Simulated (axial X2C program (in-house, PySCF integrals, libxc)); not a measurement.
## Outer orbitals of CaCl⁻ at 2.544 Å, BLYP

Calculated with an in-house all-electron X2C program for linear molecules (integrals from PySCF). Spin-free means the one-electron spin-free X2C Hamiltonian; two-component (2c) means X2C with spin–orbit coupling and atomic mean-field two-electron Coulomb and Gaunt terms, so the difference of the two also holds small scalar two-electron terms. Basis: Ca dyall-acv3z [12s13p7d5f], Cl dyall-av3z [9s8p3d2f] (cores contracted in-house); Gaussian nuclei, density fitting, unrestricted open shells. Masses: Ca 39.963 u, Cl 34.969 u.

The distance is close to the 2c PBE0 minimum; the highest filled and lowest empty levels are listed.

Spin-free orbitals, state M_S = 0, Λ = 0 (closed shell) (Löwdin shares):

```csv
symmetry,occupied,ε (eV),atomic character
π+α,yes,-22.86,100% Ca p
π-α,yes,-22.86,100% Ca p
σα,yes,-22.75,98% Ca p
σα,yes,-14.27,"83% Cl s, 6% Ca d, 6% Ca p"
σα,yes,-3.06,"85% Cl p, 5% Ca d, 4% Ca s"
π+α,yes,-2.57,"89% Cl p, 5% Ca d, 4% Ca f"
π-α,yes,-2.57,"89% Cl p, 5% Ca d, 4% Ca f"
σα,yes,0.67,"75% Ca s, 12% Ca p, 4% Cl p"
π+α,no,1.46,99% Ca p
π-α,no,1.46,99% Ca p
σα,no,1.51,"90% Ca p, 9% Ca s"
σα,no,1.82,"87% Ca s, 10% Ca p"
```

One partner of each degenerate Kramers or spin pair is listed. The highest filled level is positive, so this functional does not bind it, and the empty levels of an anion are set by the basis.

Spinors with spin–orbit coupling (state Ω = 0):

```csv
ω,occupied,ε (eV),atomic character,λ mixture
1/2,yes,-23.05,100% Ca p,"78% π, 22% σ"
3/2,yes,-22.73,100% Ca p,100% π
1/2,yes,-22.65,98% Ca p,"78% σ, 22% π"
1/2,yes,-14.27,"83% Cl s, 6% Ca d, 6% Ca p",100% σ
1/2,yes,-3.06,"85% Cl p, 5% Ca d, 4% Ca s","99% σ, 1% π"
1/2,yes,-2.59,"89% Cl p, 5% Ca d, 4% Ca f","99% π, 1% σ"
3/2,yes,-2.53,"89% Cl p, 6% Ca d, 4% Ca f",100% π
1/2,yes,0.67,"75% Ca s, 12% Ca p, 4% Cl p",100% σ
1/2,no,1.46,99% Ca p,100% π
3/2,no,1.46,99% Ca p,100% π
1/2,no,1.51,"90% Ca p, 9% Ca s",100% σ
1/2,no,1.82,"87% Ca s, 11% Ca p",100% σ
```

One partner of each degenerate Kramers or spin pair is listed. The highest filled level is positive, so this functional does not bind it, and the empty levels of an anion are set by the basis.

Mulliken charges and populations of the two-component result (they depend on the basis, above all on diffuse functions):

Ca -0.26 e (s 7.70 p 12.29 d 0.27 f 0.01), Cl -0.74 e (s 6.03 p 11.69 d 0.01).

Occupations by symmetry block were frozen at the best pattern of an incomplete PBE0 search. The highest occupied level of some functionals is positive through self-interaction error; at Hartree–Fock it is bound.
